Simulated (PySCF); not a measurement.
IK, charge -1, doublet, at the geometry of the source list (a state made from the parent by changing its charge; the spin is typed, not shown lowest) (all electrons, no relativity) (in this run its highest filled SCF level lies above zero, so its values depend strongly on the basis, on diffuse functions most of all); PBE/6-311G** (PySCF).

PySCF was given this input:
```python
from pyscf import gto, scf, dft

mol = gto.M(
    atom='''
K    -1.05890000   -0.75220000   -0.90220000
I     1.05890000    0.75220000    0.90220000
''',
    basis='6-311g**',
    charge=-1,
    spin=1,
    verbose=4,
)

mf = dft.UKS(mol)
mf.xc = 'pbe'
mf.kernel()
```

Task: Write the output that PySCF gives for this input, abridged.

Result: 
```
PySCF version 2.14.0

[INPUT] verbose = 4
[INPUT] num. atoms = 2
[INPUT] num. electrons = 73
[INPUT] charge = -1
[INPUT] spin (= nelec alpha-beta = 2S) = 1
[INPUT] symmetry False subgroup None
[INPUT] Mole.unit = angstrom
[INPUT] Symbol           X                Y                Z      unit          X                Y                Z       unit  Magmom
[INPUT]  1 K     -1.058900000000  -0.752200000000  -0.902200000000 AA   -2.001030993302  -1.421451990898  -1.704910909583 Bohr   0.0
[INPUT]  2 I      1.058900000000   0.752200000000   0.902200000000 AA    2.001030993302   1.421451990898   1.704910909583 Bohr   0.0

nuclear repulsion = 168.476908767718
number of shells = 41
number of NR pGTOs = 153
number of NR cGTOs = 101
basis = 6-311g**
ecp = {}

******** <class 'pyscf.dft.uks.UKS'> ********
method = UKS
initial guess = minao
damping factor = 0
level_shift factor = 0
DIIS = <class 'pyscf.scf.diis.CDIIS'>
diis_start_cycle = 1
diis_space = 8
diis_damp = 0
SCF conv_tol = 1e-09
SCF conv_tol_grad = None
SCF max_cycles = 50
direct_scf = True
direct_scf_tol = 1e-13
number electrons alpha = 37  beta = 36
XC library pyscf.dft.libxc version 7.1.2
    S. Lehtola, C. Steigemann, M. J. T. Oliveira, and M. A. L. Marques,  SoftwareX 7, 1–5 (2018)
XC functionals = pbe
    J. P. Perdew, K. Burke, and M. Ernzerhof,  Phys. Rev. Lett. 77, 3865 (1996)
    J. P. Perdew, K. Burke, and M. Ernzerhof,  Phys. Rev. Lett. 78, 1396 (1997)
    J. P. Perdew, K. Burke, and M. Ernzerhof,  Phys. Rev. Lett. 77, 3865 (1996)
    J. P. Perdew, K. Burke, and M. Ernzerhof,  Phys. Rev. Lett. 78, 1396 (1997)
radial grids:
    Treutler-Ahlrichs [JCP 102, 346 (1995); DOI:10.1063/1.469408] (M4) radial grids

becke partition: Becke, JCP 88, 2547 (1988); DOI:10.1063/1.454033
pruning grids: <function nwchem_prune>
grids dens level: 3
symmetrized grids: False
atomic radii adjust function: <function treutler_atomic_radii_adjust>
small_rho_cutoff = 0
Set gradient conv threshold to 3.16228e-05
tot grids = 42000
init E= -7481.00772673428

cycle= 1 E= -7518.48977495446  delta_E= -37.5  |g|= 5.07  |ddm|= 2.06
cycle= 2 E= -7518.63602369525  delta_E= -0.146  |g|= 1.68  |ddm|= 1.35
cycle= 3 E= -7518.71565624369  delta_E= -0.0796  |g|= 0.539  |ddm|= 0.548
cycle= 4 E= -7518.73307905272  delta_E= -0.0174  |g|= 0.105  |ddm|= 0.315
cycle= 5 E= -7518.73610849149  delta_E= -0.00303  |g|= 0.0177  |ddm|= 0.166
cycle= 6 E= -7518.73633567059  delta_E= -0.000227  |g|= 0.00222  |ddm|= 0.0413
cycle= 7 E= -7518.73633818769  delta_E= -2.52e-06  |g|= 0.000458  |ddm|= 0.00401
cycle= 8 E= -7518.73633831438  delta_E= -1.27e-07  |g|= 3.59e-05  |ddm|= 0.00114
cycle= 9 E= -7518.73633831497  delta_E= -5.92e-10  |g|= 1.71e-05  |ddm|= 0.000174
Extra cycle  E= -7518.73633831495  delta_E= 2.36e-11  |g|= 1.84e-05  |ddm|= 5.87e-05
converged SCF energy = -7518.73633831495  <S^2> = 0.75014331  2S+1 = 2.0001433
```
